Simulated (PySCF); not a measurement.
## Working out the ionisation energy of Kr

Kr [Kr] (1S) → Kr⁺ [Ar] 3d10 4s2 4p5 (2P). Calculation: PySCF 2.14, in aug-cc-pVDZ-PP with ECP10MDF; scalar relativity through the core potential. Frozen: 3s2 3p6 3d10. Energies in hartree (1 hartree = 27.21139 eV):

```
            part   Kr (lower)  Kr⁺ (upper)
             UHF  -462.180310  -461.697016
CCSD correlation    -0.136967    -0.111235
             (T)    -0.002014    -0.001324
```

Q: What does Hartree-Fock give?

A: (-461.697016) − (-462.180310) = 0.483294 hartree = 13.151 eV.

Q: What do CCSD and CCSD(T) give?

A: The CCSD correlation energies differ by 0.025732 hartree = 0.700 eV and the triples by 0.000690 hartree = 0.019 eV, so CCSD gives 13.851 eV and CCSD(T) 13.870 eV.

Measured between the centres of the two terms (NIST): 14.222 eV, so CCSD(T) (valence) is off by -0.352 eV.

A double-zeta basis recovers only part of the correlation energy.

What remains against the reference includes basis incompleteness, the frozen core and higher excitations.
